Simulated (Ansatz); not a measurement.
Gas-phase electronic energies from Ansatz, PBE0-D4/def2-TZVP geometries. CCSD(T)/CBS is the MP2 limit (def2-TZVPP, def2-QZVPP) plus CCSD(T) − MP2 in def2-TZVPP, frozen cores. This one scheme is used for every species. Functionals use def2-TZVPP. B3LYP here is the variant with VWN-RPA as its local correlation; programs differ in this. For Ge outer-core shells are correlated without core-valence functions, which leaves a few kJ/mol of doubt a bond. Scalar relativity is left out up to krypton. One conformer a species, not always the lowest.

`[F][GeH2][C]1=CC1` + `[OH][GeH3]` → `[F][GeH2][O][GeH3]` + `C1=CC1`  (ligand exchange at a Ge–C bond)

| level | ΔE (kcal/mol) |
| --- | --- |
| ωB97M-V | -10.2 |
| B3LYP | -10.0 |
| CCSD/def2-TZVPP | -10.3 |
| CCSD(T)/def2-TZVPP | -10.0 |

What does CCSD(T)/CBS give? (An estimate is asked.)

Ansatz gave: -10.0 kcal/mol. The listed levels differ from it by -0.2, 0.0, -0.3, 0.0 kcal/mol.

Largest T1 diagnostic among the species: 0.012.

In def2-TZVPP, CCSD(T) changes the Hartree–Fock value by +2.9 kcal/mol (the triples alone add +0.3 kcal/mol) and MP2 by +3.3 kcal/mol.
